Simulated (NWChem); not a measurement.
CH₇NSi₂; SMILES C1N[SiH2][SiH2]1

```xyz
11

C      1.3173     0.6799     0.0000
N      1.1159    -0.7676     0.0000
Si    -0.5848    -1.1508     0.0000
Si    -0.5459     1.1843     0.0000
H      1.8578     1.0520     0.8914
H      1.8578     1.0520    -0.8914
H      1.9300    -1.3722     0.0000
H     -1.0916    -1.8989    -1.1987
H     -1.0916    -1.8989     1.1987
H     -0.9903     1.9358    -1.2140
H     -0.9903     1.9358     1.2140
```
Atoms are numbered in this order, from 1.

Level: PBE0/def2-SVP (NWChem), optimised geometry, unscaled harmonic frequencies. 

| frequency (cm⁻¹) | IR intensity (km/mol) |
|---|---|
| 82 | 1.9 |
| 323 | 4.6 |
| 434 | 5.6 |
| 435 | 97.4 |
| 444 | 1.1 |
| 537 | 33.5 |
| 596 | 1.1 |
| 663 | 7.2 |
| 666 | 42.5 |
| 725 | 161.5 |
| 771 | 16.1 |
| 848 | 151.0 |
| 849 | 10.5 |
| 938 | 81.0 |
| 999 | 158.5 |
| 1087 | 15.9 |
| 1178 | 0.3 |
| 1184 | 22.2 |
| 1347 | 33.9 |
| 1480 | 3.0 |
| 2181 | 146.0 |
| 2192 | 179.6 |
| 2223 | 85.6 |
| 2231 | 119.5 |
| 3015 | 60.4 |
| 3061 | 26.9 |
| 3630 | 14.6 |

The zero-point energy is 48.8 kcal/mol and the thermal correction to the enthalpy at 298.15 K (with zero-point energy) is 53.1 kcal/mol. The heat capacity Cv is 22.1 cal/(mol K) and the entropy at 298.15 K and 1 atm (symmetry number 1) is 75.8 cal/(mol K). The dipole moment is 0.96 D.

Rigid rotor and harmonic oscillator; modes under 100 cm⁻¹ make the entropy uncertain.
